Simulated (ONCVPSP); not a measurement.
## How hard is this helium (He) ONCV potential?

ONCVPSP 4.0.1 input, shortened (lines: element, Z, core and valence counts, functional; n l f; lmax; l rc ep ncon nbas qcut; lloc lpopt rc5 dvloc0; l nproj debl; icmod fcfact rcfact), PBEsol, scalar-relativistic:

```
  He 2.00    0    1  -116133      upf
    1    0    1.00
    1
    0    0.55    0.00    4    7   11.30
    1    0.45    0.22    4    8   19.90
    4    3    0.40    4.00
    0    2    2.00
    1    2    2.60
    0    0.00    0.00
```

Task: For each optimised wave give the share of its norm inside rc, the residual kinetic energy above qcut (Ha) and the cutoffs (Ha) for errors of 10, 1, 0.1 and 0.01 mHa per electron.

Result:

```json
{"wave": "1s", "norm inside rc": "0.357", "residual KE": "2.9e-03", "10 mHa": "48.3", "1 mHa": "128.8", "0.1 mHa": "357.6", "0.01 mHa": "427.2"}
{"wave": "s projector 2", "norm inside rc": "0.071", "residual KE": "8.2e-04", "10 mHa": "34.0", "1 mHa": "61.4", "0.1 mHa": "136.8", "0.01 mHa": "488.0"}
{"wave": "p projector 1", "norm inside rc": "0.004", "residual KE": "7.7e-08", "10 mHa": "6.6", "1 mHa": "18.0", "0.1 mHa": "45.4", "0.01 mHa": "92.1"}
{"wave": "p projector 2", "norm inside rc": "0.010", "residual KE": "2.2e-07", "10 mHa": "12.4", "1 mHa": "30.4", "0.1 mHa": "68.0", "0.01 mHa": "119.5"}
```

The occupied waves need 129 Ha and 358 Ha for 1 and 0.1 mHa. Rows with under 1 % of the norm inside rc give no meaningful cutoff.
